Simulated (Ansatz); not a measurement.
GaH2(OiPr) (C₃H₉GaO). The state is a singlet with charge 0. Geometry r2SCAN-D4/def2-SVP; atoms count from 1.

Cartesian coordinates in Å:
```
C -0.2355 -0.5608 0.5224
C -0.9984 0.6937 0.9337
C 1.2656 -0.4239 0.7525
Ga -0.1682 0.0292 -2.2984
O -0.5177 -0.9142 -0.8214
H -0.6434 -0.7217 -3.5709
H 0.5314 1.4205 -2.1902
H -0.6032 -1.4055 1.1382
H -0.6406 1.5691 0.3646
H -0.8659 0.9110 2.0058
H -2.0744 0.5667 0.7381
H 1.7858 -1.3391 0.4299
H 1.6696 0.4283 0.1790
H 1.4950 -0.2535 1.8167
```

Another isomer (singlet) lies 0.46 eV lower at PBE0-D4/def2-TZVP; other spin states weren't run for this one.

Question: Estimate the Mulliken populations from the PBE0/def2-TZVP orbitals of Ansatz.

Answer: 
```
atom  charge (e)
  C1        0.13
  C2       -0.39
  C3       -0.39
 Ga4        0.34
  O5       -0.37
  H6       -0.06
  H7       -0.07
  H8        0.07
  H9        0.12
 H10        0.12
 H11        0.13
 H12        0.13
 H13        0.12
 H14        0.12
```
Mulliken values and Mayer orders depend strongly on the basis.

Question: And the Mayer bond orders between bonded heavy atoms (over 0.3)?

Answer: C1–C2 0.99 (1.52 Å); C1–C3 0.99 (1.52 Å); C1–O5 0.99 (1.42 Å); Ga4–O5 1.09 (1.79 Å).
